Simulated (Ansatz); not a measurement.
```yaml
crystal:
  periodic: [false, false, false]
  atoms:
    - {symbol: Cl, position_ang: [-1.827063, -1.759344, -0.559288]}
    - {symbol: Si, position_ang: [-0.694585, -0.052909, -0.520917]}
    - {symbol: C, position_ang: [0.282876, 0.410234, 0.902146]}
    - {symbol: C, position_ang: [1.041133, -0.070567, -0.094293]}
    - {symbol: H, position_ang: [-1.317916, 0.900508, -1.455289]}
    - {symbol: H, position_ang: [0.477428, 0.766235, 1.906720]}
    - {symbol: H, position_ang: [2.099427, -0.262258, -0.224775]}
basis:
  gaussian: {orbitals: def2-TZVPD}
total_charge: 1
magnetization: {spin_polarized: true, initial_magnetization: 1}
hamiltonian: {xc: {name: HF}}
correlation: {method: mp2, frozen_orbitals: {Cl: 0}}
output: {forces: true}
```

```sh
$ ansatz run in.yaml --threads 2 --pin off --events-out ev --progress --plain --max-ram 4352MiB
```

Output, abridged:

```
Functional definition: HF
Error: "frozen_orbitals" has no count for Si
```

In this input frozen orbitals are typed for one element alone, and the program wants a count for each. The program refused the input.
